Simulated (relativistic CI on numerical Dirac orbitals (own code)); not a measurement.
## Energy levels of Nd⁵⁰⁺

Computed by Dirac-Coulomb-Breit CI, orbitals from a KLI potential per configuration, model QED (radiative potential, 1s self-energy scaled to tabulated hydrogen-like ionisation energies), unscaled Slater integrals (own radial code, finite nucleus).

CI space (outside the closed core 1s2): 2s2 2p6, 2s2 2p5 3s, 2s2 2p5 3p, 2s2 2p5 3d, 2s 2p6 3s, 2s 2p6 3p, 2s 2p6 3d, 2s2 2p5 4s, 2s2 2p5 4p, 2s2 2p5 4d, 2s2 2p5 4f, 2s 2p6 4s, 2s2 2p4 3s2, 2s 2p6 4p, 2s 2p6 4d, 2s 2p6 4f, 2s2 2p4 3s 3p, 2s2 2p5 5s, 2s2 2p5 5p, 2s2 2p5 5d, 2s2 2p5 5f, 2s2 2p5 5g, 2s2 2p4 3s 3d, 2s2 2p4 3p2, 2s2 2p4 3p 3d, 2s 2p5 3s2, 2s2 2p4 3d2, 2s 2p5 3s 3p, 2s 2p5 3s 3d, 2s 2p5 3p2, 2s 2p6 5s, 2s 2p6 5p, 2s 2p6 5d, 2s 2p6 5f, 2s 2p6 5g, 2s 2p5 3p 3d. Levels of other configurations are missing.

```tsv
No.	Configuration	Term	J	E (eV)	%	Lifetime (s)	jj configuration (%)
1	2s2 2p6	1S	0	0.00	100		closed (100)
2	2s2 2p5 3s	3P°	2	5306.15	100	1.66e-09	2p3/2^3 3s (100)
3	2s2 2p5 3s	1P°	1	5312.53	66	1.74e-14	2p3/2^3 3s (100)
4	2s2 2p5 3p	3P	1	5414.25	49	4.08e-11	2p3/2^3 3p1/2 (100)
5	2s2 2p5 3p	3D	2	5416.56	51	3.88e-12	2p3/2^3 3p1/2 (100)
6	2s2 2p5 3p	3D	3	5556.91	100	3.44e-12	2p3/2^3 3p3/2 (100)
7	2s2 2p5 3p	1P	1	5556.97	57	3.76e-12	2p3/2^3 3p3/2 (100)
8	2s2 2p5 3p	3P	2	5566.55	67	1.82e-12	2p3/2^3 3p3/2 (100)
9	2s2 2p5 3p	1S	0	5608.42	58	1.96e-12	2p3/2^3 3p3/2 (99)
10	2s2 2p5 3d	3P°	0	5679.26	100	4.09e-12	2p3/2^3 3d3/2 (100)
11	2s2 2p5 3d	3P°	1	5686.41	72	1.17e-13	2p3/2^3 3d3/2 (94)
12	2s2 2p5 3d	3F°	3	5689.35	54	3.77e-12	2p3/2^3 3d3/2 (100)
13	2s2 2p5 3d	3D°	2	5694.64	56	3.54e-12	2p3/2^3 3d3/2 (99)
14	2s2 2p5 3d	3F°	4	5718.60	100	1.52e-11	2p3/2^3 3d5/2 (100)
15	2s2 2p5 3d	1D°	2	5723.64	51	1.12e-11	2p3/2^3 3d5/2 (99)
16	2s2 2p5 3d	3D°	3	5731.55	70	1.36e-11	2p3/2^3 3d5/2 (100)
17	2s2 2p5 3d	1P°	1	5754.92	62	8.99e-16	2p3/2^3 3d5/2 (93)
18	2s2 2p5 3s	3P°	0	5841.34	100	4.30e-10	2p1/2 2p3/2^4 3s (100)
19	2s2 2p5 3s	3P°	1	5844.71	65	2.45e-13	2p1/2 2p3/2^4 3s (99)
20	2s2 2p5 3p	3D	1	5948.18	73	4.26e-11	2p1/2 2p3/2^4 3p1/2 (100)
21	2s2 2p5 3p	3P	0	5984.25	58	8.26e-12	2p1/2 2p3/2^4 3p1/2 (99)
22	2s2 2p5 3p	3P	1	6091.98	50	2.80e-12	2p1/2 2p3/2^4 3p3/2 (98)
23	2s2 2p5 3p	3D	2	6095.81	49	1.77e-12	2p1/2 2p3/2^4 3p3/2 (100)
24	2s 2p6 3s	3S	1	6201.99	97	2.34e-13	2s 3s (97)
25	2s 2p6 3s	1S	0	6223.40	100	2.72e-13	2s 3s (100)
26	2s2 2p5 3d	3F°	2	6223.63	74	3.65e-12	2p1/2 2p3/2^4 3d3/2 (100)
27	2s2 2p5 3d	3D°	1	6242.34	47	1.26e-15	2p1/2 2p3/2^4 3d3/2 (97)
28	2s2 2p5 3d	3P°	2	6257.90	46	1.15e-11	2p1/2 2p3/2^4 3d5/2 (100)
29	2s2 2p5 3d	3F°	3	6260.93	43	1.39e-11	2p1/2 2p3/2^4 3d5/2 (100)
30	2s 2p6 3p	3P°	0	6309.74	100	2.44e-13	2s 3p1/2 (100)
31	2s 2p6 3p	3P°	1	6312.53	67	1.89e-14	2s 3p1/2 (97)
32	2s 2p6 3p	3P°	2	6453.39	100	2.27e-13	2s 3p3/2 (100)
33	2s 2p6 3p	1P°	1	6458.09	69	5.25e-15	2s 3p3/2 (100)
34	2s 2p6 3d	3D	1	6580.16	100	2.51e-13	2s 3d3/2 (100)
35	2s 2p6 3d	3D	2	6584.27	79	1.97e-13	2s 3d3/2 (96)
36	2s 2p6 3d	3D	3	6613.06	100	2.46e-13	2s 3d5/2 (100)
37	2s 2p6 3d	1D	2	6625.93	79	1.43e-13	2s 3d5/2 (96)
38	2s2 2p5 4s	3P°	2	7321.17	100	4.30e-14	2p3/2^3 4s (100)
39	2s2 2p5 4s	1P°	1	7323.34	66	2.31e-14	2p3/2^3 4s (100)
40	2s2 2p5 4p	3P	1	7366.03	49	3.46e-14	2p3/2^3 4p1/2 (100)
41	2s2 2p5 4p	3D	2	7366.72	50	3.43e-14	2p3/2^3 4p1/2 (100)
42	2s2 2p5 4p	3D	3	7424.36	100	4.59e-14	2p3/2^3 4p3/2 (100)
43	2s2 2p5 4p	1P	1	7424.56	57	4.53e-14	2p3/2^3 4p3/2 (100)
44	2s2 2p5 4p	3P	2	7427.92	67	4.64e-14	2p3/2^3 4p3/2 (100)
45	2s2 2p5 4p	1S	0	7442.40	64	4.85e-14	2p3/2^3 4p3/2 (100)
```

Energies count from the lowest computed level; ° marks odd parity; lifetimes are radiative, by E1, M1, E2, M2 decay to levels of this space only. Filled j subshells are mostly left out of the jj labels.

The mean weight of the leading LS term, summed over parents, in these 45 levels is 72 %, and that of the leading jj configuration (from the same eigenvectors) 99 %, so jj coupling describes them better and the LS labels are nominal.

At this charge energies of transitions that change n are usually good to better than 1 %, and those within a shell (Δn = 0) to a few per cent.

LS names give the leading component of a level, which can be under half, so a name can repeat, a term be missing and a line seem to break the LS rules.
